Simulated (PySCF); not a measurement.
Species: CH₁₀B₂NP.
Geometry (PBE0-D3(BJ)/def2-SVP, Å), atoms numbered from 1 in this order:
```
atom  x, y, z in Å
B1    -1.997    1.497    0.274
N2    -1.523    0.240   -0.059
C3    -0.862   -0.183   -1.287
B4     0.674   -0.640   -1.073
P5     1.635    0.852   -0.267
H6    -2.478    1.676    1.371
H7    -1.902    2.397   -0.535
H8    -1.581   -0.502    0.633
H9    -1.413   -1.033   -1.730
H10   -0.953    0.641   -2.013
H11    1.310   -0.839   -2.101
H12    0.842   -1.527   -0.242
H13    3.034    0.684   -0.136
H14    1.588    2.107   -0.925
H15    1.302    1.253    1.049
```

Level of theory: PBE0-D3(BJ)/def2-SVP geometry optimisation, gas phase in PySCF.

Take the most abundant isotopes and a rigid rotor. The values belong to one conformer with, in the numbering `[BH2:1][NH:2][CH2:3][BH2-:4][PH3+:5]`, B1–N2–C3–B4 115°, N2–C3–B4–P5 -57°.

Problem. Give the principal moments of inertia and the rotational constants in MHz.

Solution. Ia = 87.54, Ib = 219.74, Ic = 278.51 u·Å²; 505379 MHz·u·Å²/I gives A = 5773, B = 2300, C = 1815 MHz.

Problem. Classify the top.

Solution. An asymmetric top. Ray's parameter κ = (2B − A − C)/(A − C) = -0.755; −1 is the prolate and +1 the oblate limit.

Problem. Is it planar, by Δ = Ic − Ia − Ib?

Solution. Not planar: Δ = Ic − Ia − Ib = -28.77 u·Å². For a rigid frame Δ = −2 Σ m c², so Σ m c² = 14.39 u·Å² lies off the ab plane: 10.60 from hydrogen and 3.79 from heavier atoms. The atom farthest from that plane is 1.44 Å away.

Problem. Give the other two planar moments, Paa and Pbb, and the rms extents of the mass along the axes.

Solution. Paa = Σ m a² = (Ib + Ic − Ia)/2 = 205.35 and Pbb = Σ m b² = (Ia + Ic − Ib)/2 = 73.16 u·Å². With the mass M = 89.07 u, the rms extents √(P/M) along a, b and c are 1.52, 0.91, 0.40 Å.

Problem. Which types of transition are allowed, and where do some lines up to J = 4 fall?

Solution. The dipole components are |μa| = 2.90 D, |μb| = 1.61 D, |μc| = 0.41 D. Intensities carry the squares of the components, which stand as 1.00 : 0.31 : 0.02 (a : b : c). Some of the stronger lines:

```tsv
type	branch	J(Ka,Kc)	MHz	lower level (cm⁻¹)
b	R	3(1,2) ← 2(2,1)	2622	0.907
a	Q	3(1,2) ← 3(1,3)	2909	0.898
a	R	1(0,1) ← 0(0,0)	4115	0.000
b	Q	4(1,3) ← 4(0,4)	6690	1.350
a	R	2(1,2) ← 1(1,1)	7744	0.253
a	R	2(1,1) ← 1(1,0)	8714	0.269
a	R	3(2,2) ← 2(2,1)	12344	0.907
a	R	3(2,1) ← 2(2,0)	12530	0.909
b	Q	3(2,2) ← 3(1,3)	12631	0.898
b	R	4(0,4) ← 3(1,3)	13544	0.898
a	R	4(2,3) ← 3(2,2)	16421	1.319
a	R	4(1,3) ← 3(1,2)	17325	0.995
b	R	4(1,4) ← 3(0,3)	17866	0.816
b	Q	3(3,0) ← 3(2,1)	18375	1.327
b	Q	4(3,2) ← 4(2,3)	18730	1.867
b	R	2(2,0) ← 1(1,1)	19666	0.253
b	R	3(2,1) ← 2(1,2)	24452	0.511
b	R	4(2,3) ← 3(1,2)	26143	0.995
b	R	4(3,2) ← 3(2,1)	34917	1.327
```

Problem. Estimate the classical rotational partition function at 10 K, 50 K and 100 K.

Solution. Point group C1, symmetry number σ = 1; q = (√π/σ)·√((kT/h)³/(ABC)), k/h = 20836.6 MHz/K: 1090 at 10 K, 12100 at 50 K, 34300 at 100 K.

No frequency check. These are rigid-rotor constants of the computed structure; measured ground-state constants (B0) also hold zero-point vibration. A rigid rotor knows nothing of internal rotation, which can split or shift real lines. Quadrupole hyperfine structure (11B, 14N) is left out.

Time: 38 s of wall time; peak memory 0.53 GiB. Hardware: Arm Neoverse V2, one thread, no GPU, shared host with 96 logical CPUs at a one-minute load of 63. This is the geometry optimisation.
